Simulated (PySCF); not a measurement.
CH3Cl2NSi2, SMILES N1=C[SiH2][Si]1(Cl)Cl. Atoms are numbered in the order given.

```xyz
9

Cl     1.4192    -0.1202     1.6667
Si     0.2265     0.0221     0.0000
Cl     1.4192    -0.1202    -1.6667
N     -0.7296     1.5347     0.0000
C     -1.9308     1.0688     0.0000
Si    -1.9258    -0.8655     0.0000
H     -2.7874     1.7701     0.0000
H     -2.4911    -1.5149    -1.2214
H     -2.4911    -1.5149     1.2214
```
Charge 0, spin multiplicity 1.

The structure is a stationary point at PBE0-D3(BJ)/def2-SVP. This is a generated structure with no PubChem entry under its InChIKey; it may be hypothetical.

Calculation: HF/def2-TZVP in PySCF.

Symmetry labels are those of the subgroup Cs that the program uses (full group Cs).

Computed valence orbital energies around the gap with their symmetry:
```tsv
orbital	symmetry	energy (eV)
HOMO−7	A"	-14.09
HOMO−6	A'	-14.01
HOMO−5	A'	-13.36
HOMO−4	A"	-13.17
HOMO−3	A"	-12.71
HOMO−2	A"	-12.25
HOMO−1	A'	-10.97
HOMO	A'	-10.63
LUMO	A'	2.31
LUMO+1	A"	2.38
LUMO+2	A'	3.00
LUMO+3	A"	3.28
```
